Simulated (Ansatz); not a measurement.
Consider the ligand exchange at the Al–C bond: `[CH3][AlH][CH2][GeH3]` + H₂S → `[CH3][AlH][SH]` + `[CH3][GeH3]`.

Calculated with Ansatz (gas phase, PBE0-D4/def2-TZVP geometries, no zero-point term in ΔE). CCSD(T)/CBS adds triple-zeta CCSD(T) − MP2 to the extrapolated MP2 energy (def2 sets, frozen cores). This one scheme is used for every species. Functionals use def2-TZVPP. For Ge outer-core shells are correlated without core-valence functions, which leaves a few kJ/mol of doubt a bond. Scalar relativity is left out up to krypton. Each species was taken in one conformer, which may not be the lowest.

```csv
level,ΔE (kJ/mol),difference from CCSD(T)/CBS
PBE0-D4,-117.2,-2.9
PBE,-118.7,-4.4
r2SCAN,-120.6,-6.3
PBE0,-119.8,-5.5
HF/def2-TZVPP,-125.2,-10.9
MP2/def2-TZVPP,-116.0,-1.7
CCSD(T)/def2-TZVPP,-113.7,0.6
MP2/def2-QZVPP,-116.0,-1.7
HF/CBS(def2),-124.2,-9.9
MP2/CBS(def2),-116.5,-2.2
CCSD(T)/CBS,-114.3,0
```

Largest T1 diagnostic among the species: 0.011.

The D4 term adds +4.2 kJ/mol with B3LYP and +2.6 kJ/mol with PBE0; it sums over pairs of atoms, weighted by their polarisabilities, and B3LYP, whose exchange is more repulsive, gets the larger term. In def2-TZVPP, CCSD(T) changes the Hartree–Fock value by +11.5 kJ/mol (the triples alone add +0.8 kJ/mol) and MP2 by +9.2 kJ/mol.

B3LYP here is the variant with VWN-RPA as its local correlation; programs differ in this.
